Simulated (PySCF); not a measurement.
SMILES ClCCBr, PBE0/def2-SVP optimised geometry.

```
8

Cl     2.12    -0.71     0.00
C      0.33    -0.71     0.00
C     -0.17     0.71     0.00
Br    -2.12     0.73     0.00
H     -0.01    -1.25    -0.89
H     -0.01    -1.25     0.89
H      0.16     1.25    -0.89
H      0.16     1.25     0.90
```

Density from PBE0/def2-TZVP (PySCF) at that geometry.

Minimum of the electron density along straight lines between bonded atoms, close to the bond critical point (lines longer than 1.1 times the sum of covalent radii, or with two minima, are not listed):

```json
[
 {"bond": "Cl1–C2", "length / Å": "1.788", "ρ at the minimum / e bohr⁻³": "0.182", "∇²ρ there / e bohr⁻⁵": "-0.24", "position (fraction from the first atom)": "0.58"},
 {"bond": "C2–C3", "length / Å": "1.509", "ρ at the minimum / e bohr⁻³": "0.259", "∇²ρ there / e bohr⁻⁵": "-0.68", "position (fraction from the first atom)": "0.50"},
 {"bond": "C3–Br4", "length / Å": "1.942", "ρ at the minimum / e bohr⁻³": "0.151", "∇²ρ there / e bohr⁻⁵": "-0.15", "position (fraction from the first atom)": "0.44"},
 {"bond": "C2–H5", "length / Å": "1.098", "ρ at the minimum / e bohr⁻³": "0.282", "∇²ρ there / e bohr⁻⁵": "-0.99", "position (fraction from the first atom)": "0.65"},
 {"bond": "C2–H6", "length / Å": "1.098", "ρ at the minimum / e bohr⁻³": "0.282", "∇²ρ there / e bohr⁻⁵": "-0.99", "position (fraction from the first atom)": "0.65"},
 {"bond": "C3–H7", "length / Å": "1.097", "ρ at the minimum / e bohr⁻³": "0.281", "∇²ρ there / e bohr⁻⁵": "-0.99", "position (fraction from the first atom)": "0.65"},
 {"bond": "C3–H8", "length / Å": "1.097", "ρ at the minimum / e bohr⁻³": "0.281", "∇²ρ there / e bohr⁻⁵": "-0.99", "position (fraction from the first atom)": "0.65"}
]
```
